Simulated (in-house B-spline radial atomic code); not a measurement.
Configurations of Ag²⁺, with energies counted from [Kr] 4d9. Level of theory: scalar-relativistic (X2C) B97-1, spin-polarised, spherical fractional occupations, exact exchange averaged over the configuration, Fermi nucleus of rms radius 4.5454 fm; calculated with a radial B-spline atomic code at the basis-set limit. Shells without spins written out take the highest spin.

Occupations are held fixed; configurations that lie above the ionisation limit could autoionise.

```csv
configuration,E - E(ref) (eV),highest orbital,its <r> (bohr)
[Kr] 4d8 5s1,8.5295,5s up,2.438
[Kr] 4d8 5p1,15.563,5p up,2.93
[Kr] 4d8 4f1,27.329,4f up,5.517
```

(1) Order these further configurations by energy, lowest first.
A. [Ar] 3d10 4s2 4p5 4d9 5s1
B. [Ar] 3d10 4s2 4p5 4d9 5f1
C. [Ar] 3d10 4s2 4p5 4d9 4f1
D. [Ar] 3d10 4s2 4p5 4d9 5d1

Results:

(1) A (62.695 eV), D (77.845 eV), C (81.66 eV), B (84.245 eV).
